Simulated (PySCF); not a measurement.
Dipole moment and polarisability of `[SiH3]O[SiH2][SiH2]Cl`

ClH7OSi3.
Geometry (GFN2-xTB, Å), atoms numbered from 1 in this order:
```xyz
12
ClH7OSi3 angstrom
Si    -2.2214    0.7117    0.2287
O     -1.0584   -0.3964    0.0336
Si     0.3382   -1.1625   -0.2704
Si     2.0219    0.2542    0.4177
Cl     3.8056   -0.7143    0.3332
H     -3.1334    0.5584   -0.9008
H     -1.5737    2.0232    0.2356
H     -2.8480    0.3991    1.5093
H      0.3273   -1.4547   -1.7103
H      0.2157   -2.4290    0.4606
H      2.2072    1.4637   -0.3969
H      1.9202    0.7459    1.7983
```

Level: B3LYP/def2-SVPD (PySCF), static field, nuclei fixed, core orbitals frozen in the response. The polarisability tensor in these axes (au):

```
x   114.27  -2.43   2.65
y    -2.43  92.06   3.23
z     2.65   3.23  84.33
```

Question: What are the eigenvalues, a third of the trace, and Δα (Δα² = ½Σ(αi − αj)² over the three pairs)?

Answer: Principal values 82.81, 93.15 and 114.70 au; mean 96.89 au = 14.36 Å³ = 15.97 × 10⁻⁴⁰ C²·m²/J; Δα = 28.18 au (29 % of the mean).

Question: What is the dipole moment, and where does it point?

Answer: (-1.50, 0.66, -0.07) D, 1.64 D in size, pointing from the negative to the positive side. Measured along this direction, the outermost atoms are Cl5 at the negative end and H6 at the positive end.

Question: In TDDFT the mean static polarisability is Σ f/ω² over all singlet excitations (ω in hartree). How much of it do the 8 lowest give? Their energies (eV) and oscillator strengths: 5.55, 0.0088; 6.22, 0.0020; 6.40, 0.0009; 6.73, 0.0225; 6.86, 0.0023; 7.04, 0.0087; 7.23, 0.0745; 7.42, 0.0027.

Answer: They add up to 1.89 au, 2.0 % of the 96.89 au; the largest single term is 1.05 au, from the state at 7.23 eV. Terms in order: 0.21, 0.04, 0.02, 0.37, 0.04, 0.13, 1.05, 0.04 au. Higher excitations give the rest. The strengths listed sum to 0.122.

Question: What are the principal values of the traceless quadrupole moment, Θ = ½Σq(3rr − r²1), about the centre of nuclear charge?

Answer: -4.12, 1.50, 2.63 D·Å. The values depend on the origin, since the dipole doesn't vanish. The electronic extent ⟨r²⟩ about the same centre is 1688 bohr², a root-mean-square distance of 2.53 Å for the 74 electrons.

Question: Directions of the eigenvectors, and the extent of the frame along each?

Answer: Largest value along (0.99, -0.10, 0.08), where the nuclei span 7.10 Å; middle along (0.06, 0.93, 0.36), 3.95 Å; least along (-0.11, -0.35, 0.93), 2.68 Å. The response follows the extents in order.

One conformer (not necessarily the lowest) at the GFN2-xTB geometry, without solvent, vibrations or thermal averaging.

The run behind these numbers computed excited states as well. The run took 48 s wall (grids of density and orbitals included) on Arm Neoverse N1, one thread, no GPU (shared host), and the process peaked at 0.65 GiB of memory.
